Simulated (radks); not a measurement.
Species: the indium ion In45+. Configuration: [He] 2s2.

All-electron calculation, scalar-relativistic Kohn-Sham, revPBE, spin-polarised, spherical densities, finite nucleus; Fermi nuclear charge, rms radius 4.6156 fm. Program: a radial shooting solver on a logarithmic mesh with Libxc functionals.

Energy parts (hartree):
part                       energy
total                 -3028.94500
kinetic                3230.04286
electron-nucleus      -6337.68434
Hartree                 120.66048
exchange-correlation    -41.96400

Orbitals (lengths in bohr, moments of r in powers of bohr; r(90%) holds 90 % of the orbital's charge):
| orbital | occ. | eigenvalue (hartree) | <1/r> | r(90%) |
|---|---|---|---|---|
| 1s | 2 | -1177.264 | 52.03 | 0.0530 |
| 2s | 2 | -282.4278 | 12.64 | 0.185 |
| 2p | 0 | -271.5878 | 12.13 | 0.167 |
| 3s | 0 | -121.6527 | 5.447 | 0.403 |
| 3d | 0 | -115.9649 | 5.177 | 0.341 |

The highest occupied level is 2s at -7685.3 eV. The density falls to 0.001 e/bohr^3 at r = 0.42 bohr. Summed over all electrons, <r^2> = 0.03665 bohr^2, which gives a Langevin (diamagnetic) susceptibility term of -0.029 x 10^-6 cm^3/mol.
